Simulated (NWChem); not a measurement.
Molecule: CH₆F₂N₂Si; SMILES CN[Si](N)(F)F

```xyz
12

C      0.0130    -2.3990    -0.1183
N     -0.6751    -1.1173    -0.2480
Si     0.0025     0.4203    -0.0080
N     -1.2399     1.5211     0.3724
F      1.1639     0.2168     1.0903
F      0.7772     1.0836    -1.2551
H      0.3438    -2.8050    -1.0847
H      0.8949    -2.2651     0.5130
H     -0.6326    -3.1436     0.3640
H     -1.5442    -1.1606    -0.7660
H     -1.8712     1.3369     1.1408
H     -1.1157     2.5123     0.2114
```
Atoms are numbered in this order, from 1.

Structure relaxed at the B3LYP/6-31G* (spherical d) level.

Give the principal values of the shielding tensors (ppm) of C1, N2, Si3, N4, F5 from B3LYP/6-31G* (spherical d), GIAO (NWChem), with their diamagnetic and paramagnetic parts as GIAO splits them.


```json
[
 {"atom": "C1", "σ11": "140.0", "σ22": "154.2", "σ33": "191.2", "isotropic": "161.8", "diamagnetic": "247.8", "paramagnetic": "-86.0"},
 {"atom": "N2", "σ11": "208.7", "σ22": "232.0", "σ33": "265.3", "isotropic": "235.3", "diamagnetic": "320.0", "paramagnetic": "-84.7"},
 {"atom": "Si3", "σ11": "438.9", "σ22": "453.5", "σ33": "494.9", "isotropic": "462.4", "diamagnetic": "882.1", "paramagnetic": "-419.7"},
 {"atom": "N4", "σ11": "215.9", "σ22": "242.4", "σ33": "272.0", "isotropic": "243.4", "diamagnetic": "321.7", "paramagnetic": "-78.2"},
 {"atom": "F5", "σ11": "286.1", "σ22": "330.9", "σ33": "402.8", "isotropic": "340.0", "diamagnetic": "471.4", "paramagnetic": "-131.5"}
]
```
